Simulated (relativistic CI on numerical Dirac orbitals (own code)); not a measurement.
## In⁴⁺: calculation against measurement

Method of calculation: Dirac-Coulomb-Breit CI, orbitals from a KLI potential per configuration, QED by a radiative potential, valence Slater integrals scaled by 0.85, P86 correlation estimate, and configurations built on the next ion tied to the tabulated ionisation energy (semi-empirical) (own radial code, finite nucleus).

Configuration list (outside the closed core [Ar] 3d10): 4s2 4p6 4d9, 4s2 4p6 4d8 5s, 4s2 4p6 4d8 5p, 4s2 4p6 4d8 5d, 4s2 4p6 4d8 6s, 4s2 4p6 4d8 4f, 4s2 4p6 4d8 5f, 4s2 4p5 4d10, 4s2 4p6 4d7 4f2, 4s2 4p6 4d7 5s2, 4s2 4p6 4d8 6p, 4s2 4p6 4d8 6d, 4s2 4p6 4d7 5s 5p, 4s2 4p6 4d8 5g, 4s2 4p6 4d8 6f, 4s2 4p6 4d7 5p2, 4s 4p6 4d10, 4s2 4p5 4d9 4f, 4s2 4p6 4d7 5s 5d, 4s2 4p6 4d7 4f 5s, 4s2 4p6 4d7 5p 5d. Levels of other configurations are missing.

```tsv
Configuration	Term (tabulated)	J	Measured (cm⁻¹)	Computed	Error	Purity (%)
4s2 4p6 4d9	2D	5/2	0.0	0	0	99
4s2 4p6 4d9	2D	3/2	7171.8	6995	-177	99
4s2 4p6 4d8 5s	4F	9/2	160428.2	141293	-19135	99
4s2 4p6 4d8 5s	4F	7/2	163979.7	144725	-19255	82
4s2 4p6 4d8 5s	4F	5/2	167760.8	148447	-19314	93
4s2 4p6 4d8 5s	4F	3/2	169230.4	149987	-19243	84
4s2 4p6 4d8 5s	2F	7/2	171289.7	151783	-19507	82
4s2 4p6 4d8 5s	4P	1/2	180492.8	162511	-17982	97
4s2 4p6 4d8 5s	2D	5/2	185622.1	166689	-18933	63
4s2 4p6 4d8 5s	2G	9/2	188396.3	169275	-19121	99
4s2 4p6 4d8 5s	2G	7/2	188575.1	169437	-19138	98
4s2 4p6 4d8 5s	2P †	1/2	188639.6	170196	-18443	98
4s2 4p6 4d8 5s	2P †	3/2	188649.1	170036	-18613	74
4s2 4p6 4d8 5s	2S	1/2	220693.6	201364	-19329	95
4s2 4p6 4d8 5p	4D°	7/2	235384.1	214504	-20880	81
4s2 4p6 4d8 5p	4D°	5/2	241510.9	220457	-21054	81
4s2 4p6 4d8 5p	4G° †	7/2	243798.3	222125	-21673	67
4s2 4p6 4d8 5p	4G° †	11/2	244282.5	222244	-22038	98
4s2 4p6 4d8 5p	4G°	5/2	245121.7	223696	-21425	61
4s2 4p6 4d8 5p	4F°	9/2	247254.7	225336	-21919	71
4s2 4p6 4d8 5p	4D°	1/2	248164.6	227050	-21115	89
4s2 4p6 4d8 5p	2F°	7/2	248507.3	226779	-21728	59
4s2 4p6 4d8 5p	4P°	1/2	253298.3	233123	-20176	85
4s2 4p6 4d8 5p	2H°	9/2	262350.7	240841	-21509	93
4s2 4p6 4d8 5p	4D°	1/2	263009.8	242143	-20866	85
4s2 4p6 4d8 5p	2P°	3/2	265905.4	244521	-21385	62
4s2 4p6 4d8 5p	2P°	3/2	268230.5	246921	-21309	59
4s2 4p6 4d8 5p	2H°	11/2	268957.0	246925	-22032	98
4s2 4p6 4d8 5p	2D°	3/2	270201.1	249080	-21121	72
4s2 4p6 4d8 5p	2S°	1/2	270845.5	250119	-20727	66
4s2 4p6 4d8 5p	2F°	5/2	272573.9	250816	-21758	76
4s2 4p6 4d8 5p	4S°	3/2	272846.4	252030	-20816	88
4s2 4p6 4d8 5p	2G°	7/2	276576.3	254849	-21727	89
4s2 4p6 4d8 5p	2G°	9/2	277481.7	255656	-21826	94
4s2 4p6 4d8 5p	2P°	3/2	305344.3	283392	-21952	95
4s2 4p6 4d8 5d	4D	7/2	349273.3	325647	-23626	85
4s2 4p6 4d8 5d	4H	13/2	351397.5	327468	-23929	98
```

Measured levels from measured levels as listed in Gamrath, thesis, University of Mons (2023); pairs were made by configuration, J and term (by order where the table uses no LS term), so strongly mixed levels may be paired wrongly.

Mean error by configuration (cm⁻¹): 4s2 4p6 4d9 -177; 4s2 4p6 4d8 5s -19096; 4s2 4p6 4d8 5p -21333; 4s2 4p6 4d8 5d -23777. Over the excited levels the mean absolute error is 20125 cm⁻¹ (36 of the 69 excited levels that our extract of the source holds in range could be paired, and the others can miss by more), and the median relative error of those above 1,000 cm⁻¹ is 8.4 %. † marks terms whose computed intervals miss the measured ones by more than a factor of 2.5, or configurations far off the rest, from wrong mixing, a near crossing or a doubtful label or measurement; they are left out of the means.
